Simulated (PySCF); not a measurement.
Delta-SCF ions had no search for a lower state. Excitations are Tamm–Dancoff values on a coarser integration grid. The basis has no diffuse functions, so Rydberg states are missing or too high.

**C₃H₄O, SMILES `O1C(=C)C1` (charge 0, multiplicity 1)**

Method: M06-2X/def2-TZVP (PySCF).

```yaml
HOMO: -8.36 eV
dipole_moment: 1.70 D
HOMO–LUMO gap: 10.00 eV
LUMO: 1.64 eV
S1 excitation (TDA): 7.24 eV
S1 oscillator strength: 0.000
brightest of the four lowest singlets (TDA): 7.86 eV
T1 excitation (TDA): 4.96 eV
S1–T1 gap (TDA): 2.28 eV
vertical ionisation energy (Delta-SCF): 9.57 eV
total_energy: -191.8597 Ha
cost: roughly 4 core-minutes
```

```xyz
8

C      1.4279    -0.0513     0.0373
C      0.1354     0.1635    -0.0410
C     -1.2649    -0.1452     0.0179
O     -0.7217     1.1634    -0.3206
H      2.1310     0.7440    -0.1625
H      1.7927    -1.0307     0.3035
H     -1.7424    -0.6576    -0.8085
H     -1.7710    -0.1846     0.9749
```
